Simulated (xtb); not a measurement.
xtb input (GFN2-xTB):

```bash
xtb mol.xyz --gfn 2 --sp --chrg 0 --uhf 0
```
mol.xyz:
```
14

C      1.59313510    -0.63906756    -0.11543434
C      1.43638359     0.92210247     0.21526977
C     -0.06425195     0.63991867     0.13555457
C      0.06425195    -0.63991867    -0.13555457
C     -1.43638359    -0.92210247    -0.21526977
C     -1.59313510     0.63906756     0.11543434
H      2.09495382    -0.84999760    -1.06186465
H      2.07230299    -1.22018753     0.67497161
H      1.85029781     1.58665927    -0.54570535
H      1.82764698     1.21646933     1.19113091
H     -1.82764698    -1.21646933    -1.19113091
H     -1.85029781    -1.58665927     0.54570535
H     -2.07230299     1.22018753    -0.67497161
H     -2.09495382     0.84999760     1.06186465
```

Output:

```
           -------------------------------------------------
          |                Calculation Setup                |
           -------------------------------------------------

           -------------------------------------------------
          |                 G F N 2 - x T B                 |
           -------------------------------------------------

        Reference                      10.1021/acs.jctc.8b01176
      * Hamiltonian:
        H0-scaling (s, p, d)           1.850000    2.230000    2.230000
        zeta-weighting                 0.500000
      * Dispersion:
        s8                             2.700000
        a1                             0.520000
        a2                             5.000000
        s9                             5.000000
      * Repulsion:
        kExp                           1.500000    1.000000
        rExp                           1.000000
      * Coulomb:
        alpha                          2.000000
        third order                    shell-resolved
        anisotropic                    true
        a3                             3.000000
        a5                             4.000000
        cn-shift                       1.200000
        cn-exp                         4.000000
        max-rad                        5.000000

          ...................................................
          :                      SETUP                      :
          :.................................................:
          :  # basis functions                  32          :
          :  # atomic orbitals                  32          :
          :  # shells                           20          :
          :  # electrons                        32          :
          :  max. iterations                   250          :
          :  Hamiltonian                  GFN2-xTB          :
          :  restarted?                      false          :
          :  GBSA solvation                  false          :
          :  PC potential                    false          :
          :  electronic temp.          300.0000000     K    :
          :  accuracy                    1.0000000          :
          :  -> integral cutoff          0.2500000E+02      :
          :  -> integral neglect         0.1000000E-07      :
          :  -> SCF convergence          0.1000000E-05 Eh   :
          :  -> wf. convergence          0.1000000E-03 e    :
          :  Broyden damping             0.4000000          :
          :  net charge                          0          :
          :  unpaired electrons                  0          :
          ...................................................

 iter      E             dE          RMSdq      gap      omega  full diag
   1    -17.0316233 -0.170316E+02  0.283E+00    5.19       0.0  T
   2    -17.0500839 -0.184606E-01  0.159E+00    5.17       1.0  T
   3    -17.0506561 -0.572197E-03  0.630E-01    5.12       1.0  T
   4    -17.0508934 -0.237255E-03  0.109E-01    5.13       1.0  T
   5    -17.0509500 -0.565630E-04  0.475E-02    5.13       1.0  T
   6    -17.0509504 -0.439211E-06  0.263E-03    5.13      10.2  T
   7    -17.0509504 -0.446468E-07  0.855E-04    5.13      31.3  T
   8    -17.0509504 -0.195450E-08  0.290E-05    5.13     923.1  T

   *** convergence criteria satisfied after 8 iterations ***

         #    Occupation            Energy/Eh            Energy/eV
      -------------------------------------------------------------
         1        2.0000           -0.6436923             -17.5158
       ...           ...                  ...                  ...
        10        2.0000           -0.4729222             -12.8689
        11        2.0000           -0.4544899             -12.3673
        12        2.0000           -0.4456683             -12.1273
        13        2.0000           -0.4394307             -11.9575
        14        2.0000           -0.4169253             -11.3451
        15        2.0000           -0.3766031             -10.2479
        16        2.0000           -0.3689415             -10.0394 (HOMO)
        17                         -0.1804938              -4.9115 (LUMO)
        18                         -0.0687825              -1.8717
        19                         -0.0422325              -1.1492
        20                          0.0014029               0.0382
        21                          0.0101248               0.2755
       ...                                ...                  ...
        32                          0.6624188              18.0253
      -------------------------------------------------------------
                  HL-Gap            0.1884477 Eh            5.1279 eV
             Fermi-level           -0.2747177 Eh           -7.4754 eV

 SCC (total)                   0 d,  0 h,  0 min,  0.005 sec
 SCC setup                      ...        0 min,  0.000 sec (  1.443%)
 Dispersion                     ...        0 min,  0.000 sec (  2.111%)
 classical contributions        ...        0 min,  0.000 sec (  0.382%)
 integral evaluation            ...        0 min,  0.001 sec ( 15.996%)
 iterations                     ...        0 min,  0.002 sec ( 43.041%)
 molecular gradient             ...        0 min,  0.002 sec ( 35.175%)
 printout                       ...        0 min,  0.000 sec (  1.556%)

         :::::::::::::::::::::::::::::::::::::::::::::::::::::
         ::                     SUMMARY                     ::
         :::::::::::::::::::::::::::::::::::::::::::::::::::::
         :: total energy             -16.792551479250 Eh    ::
         :: gradient norm              0.028967721258 Eh/a0 ::
         :: HOMO-LUMO gap              5.127921891353 eV    ::
         ::.................................................::
         :: SCC energy               -17.050936992493 Eh    ::
         :: -> isotropic ES            0.002383290936 Eh    ::
         :: -> anisotropic ES          0.004494012423 Eh    ::
         :: -> anisotropic XC          0.009539446757 Eh    ::
         :: -> dispersion             -0.007613489871 Eh    ::
         :: repulsion energy           0.258385513243 Eh    ::
         :: add. restraining           0.000000000000 Eh    ::
         :: total charge              -0.000000000000 e     ::
         :::::::::::::::::::::::::::::::::::::::::::::::::::::

           -------------------------------------------------
          |                Property Printout                |
           -------------------------------------------------

    * Orbital Energies and Occupations

         #    Occupation            Energy/Eh            Energy/eV
      -------------------------------------------------------------
         1        2.0000           -0.6436923             -17.5158
       ...           ...                  ...                  ...
         4        2.0000           -0.5660192             -15.4022
         5        2.0000           -0.5659306             -15.3998
         6        2.0000           -0.5165213             -14.0553
         7        2.0000           -0.5144217             -13.9981
         8        2.0000           -0.4952939             -13.4776
         9        2.0000           -0.4941534             -13.4466
        10        2.0000           -0.4729222             -12.8689
        11        2.0000           -0.4544899             -12.3673
        12        2.0000           -0.4456683             -12.1273
        13        2.0000           -0.4394307             -11.9575
        14        2.0000           -0.4169253             -11.3451
        15        2.0000           -0.3766031             -10.2479
        16        2.0000           -0.3689415             -10.0394 (HOMO)
        17                         -0.1804938              -4.9115 (LUMO)
        18                         -0.0687825              -1.8717
        19                         -0.0422325              -1.1492
        20                          0.0014029               0.0382
        21                          0.0101248               0.2755
        22                          0.1503205               4.0904
        23                          0.1552766               4.2253
        24                          0.1792974               4.8789
        25                          0.1804297               4.9097
        26                          0.1989864               5.4147
        27                          0.2136416               5.8135
       ...                                ...                  ...
        32                          0.6624188              18.0253
      -------------------------------------------------------------
                  HL-Gap            0.1884477 Eh            5.1279 eV
             Fermi-level           -0.2747177 Eh           -7.4754 eV

     #   Z          covCN         q      C6AA      α(0)
     1   6 C        4.064    -0.054    21.460     6.580
     2   6 C        4.064    -0.054    21.460     6.580
     3   6 C        3.484    -0.036    23.145     7.179
     4   6 C        3.484    -0.036    23.145     7.179
     5   6 C        4.064    -0.054    21.460     6.580
     6   6 C        4.064    -0.054    21.460     6.580
     7   1 H        0.924     0.036     2.502     2.473
     8   1 H        0.924     0.036     2.502     2.473
     9   1 H        0.924     0.036     2.502     2.473
    10   1 H        0.924     0.036     2.502     2.473
    11   1 H        0.924     0.036     2.502     2.473
    12   1 H        0.924     0.036     2.502     2.473
    13   1 H        0.924     0.036     2.502     2.473
    14   1 H        0.924     0.036     2.502     2.473

 Mol. C6AA /au·bohr⁶  :       1660.874082
 Mol. C8AA /au·bohr⁸  :      38097.230008
 Mol. α(0) /au        :         60.465024

Wiberg/Mayer (AO) data.
largest (>0.10) Wiberg bond orders for each atom

 ---------------------------------------------------------------------------
     #   Z sym  total        # sym  WBO       # sym  WBO       # sym  WBO
 ---------------------------------------------------------------------------
     1   6 C    3.991 --     4 C    0.997     2 C    0.991     7 H    0.973
                             8 H    0.973
     2   6 C    3.991 --     3 C    0.997     1 C    0.991    10 H    0.973
                             9 H    0.973
     3   6 C    3.958 --     4 C    1.866     6 C    0.997     2 C    0.997
     4   6 C    3.958 --     3 C    1.866     1 C    0.997     5 C    0.997
     5   6 C    3.991 --     4 C    0.997     6 C    0.991    11 H    0.973
                            12 H    0.973
     6   6 C    3.991 --     3 C    0.997     5 C    0.991    14 H    0.973
                            13 H    0.973
     7   1 H    0.999 --     1 C    0.973
     8   1 H    0.999 --     1 C    0.973
     9   1 H    0.999 --     2 C    0.973
    10   1 H    0.999 --     2 C    0.973
    11   1 H    0.999 --     5 C    0.973
    12   1 H    0.999 --     5 C    0.973
    13   1 H    0.999 --     6 C    0.973
    14   1 H    0.999 --     6 C    0.973
 ---------------------------------------------------------------------------

Topologies differ in total number of bonds
Writing topology from bond orders to xtbtopo.mol

molecular dipole:
                 x           y           z       tot (Debye)
 q only:        0.000      -0.000      -0.000
   full:        0.000      -0.000      -0.000       0.000
molecular quadrupole (traceless):
                xx          xy          yy          xz          yz          zz
 q only:        1.287       0.167      -0.504       0.063       0.065      -0.783
  q+dip:        1.727       0.301      -1.381       0.091      -0.227      -0.346
   full:        1.534       0.271      -1.258       0.081      -0.215      -0.276

           -------------------------------------------------
          | TOTAL ENERGY              -16.792551479250 Eh   |
          | GRADIENT NORM               0.028967721258 Eh/α |
Note: The following floating-point exceptions are signalling: IEEE_UNDERFLOW_FLAG IEEE_DENORMAL
normal termination of xtb
          | HOMO-LUMO GAP               5.127921891353 eV   |
           -------------------------------------------------

------------------------------------------------------------------------
------------------------------------------------------------------------
 total:
 SCF:
```
